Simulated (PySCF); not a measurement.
# Electron correlation in Bi⁺ (bismuth, charge +1)

Starting occupation: [Xe] 4f14 5d10 6s2 6p2, 6p1/2 with m_j = -1/2, +1/2. Computed with PySCF 2.14 in x2c-TZVPall-2c (11s11p9d3f, 110 functions), with X2C-1e with screened-nucleus spin-orbit coupling, Gaussian nucleus. Frozen: [Kr] 4d10 4f14; 22 electrons correlated; the 24 highest virtual spinors left out.

MP2 pair energies summed by pair of shells (mhartree):

| pair | energy | share (%) |
| --- | --- | --- |
| 5d3/2-5d5/2 | -103.39 | 20.4 |
| 5d5/2-5d5/2 | -76.24 | 15.0 |
| 5d5/2-6s1/2 | -45.28 | 8.9 |
| 5d3/2-5d3/2 | -30.76 | 6.1 |
| 5d5/2-5p3/2 | -29.17 | 5.8 |
| 5d3/2-6s1/2 | -28.06 | 5.5 |
| 5d5/2-6p1/2 | -26.70 | 5.3 |
| 5d3/2-5p3/2 | -20.58 | 4.1 |
| 6p1/2-6s1/2 | -18.20 | 3.6 |
| 5d3/2-6p1/2 | -17.15 | 3.4 |
| 6s1/2-6s1/2 | -13.78 | 2.7 |
| 5d5/2-5p1/2 | -12.63 | 2.5 |
| 6p1/2-6p1/2 | -12.52 | 2.5 |
| 5p3/2-5p3/2 | -10.19 | 2.0 |
| 5p1/2-5p3/2 | -8.86 | 1.7 |
| 5d5/2-5s1/2 | -8.59 | 1.7 |
| 5d3/2-5p1/2 | -8.14 | 1.6 |
| 5p3/2-6s1/2 | -7.25 | 1.4 |
| 5p3/2-5s1/2 | -6.90 | 1.4 |
| 5d3/2-5s1/2 | -5.80 | 1.1 |
| 5p3/2-6p1/2 | -4.38 | 0.9 |
| 5p1/2-5s1/2 | -3.19 | 0.6 |
| 5p1/2-6s1/2 | -2.40 | 0.5 |
| 5p1/2-5p1/2 | -2.31 | 0.5 |
| 5s1/2-5s1/2 | -1.91 | 0.4 |
| 5p1/2-6p1/2 | -1.25 | 0.2 |
| 5s1/2-6s1/2 | -0.96 | 0.2 |
| 5s1/2-6p1/2 | -0.50 | 0.1 |

Total MP2 correlation energy: -507.09 mhartree.

This basis was not built for core-valence correlation, so the inner-shell part is incomplete.
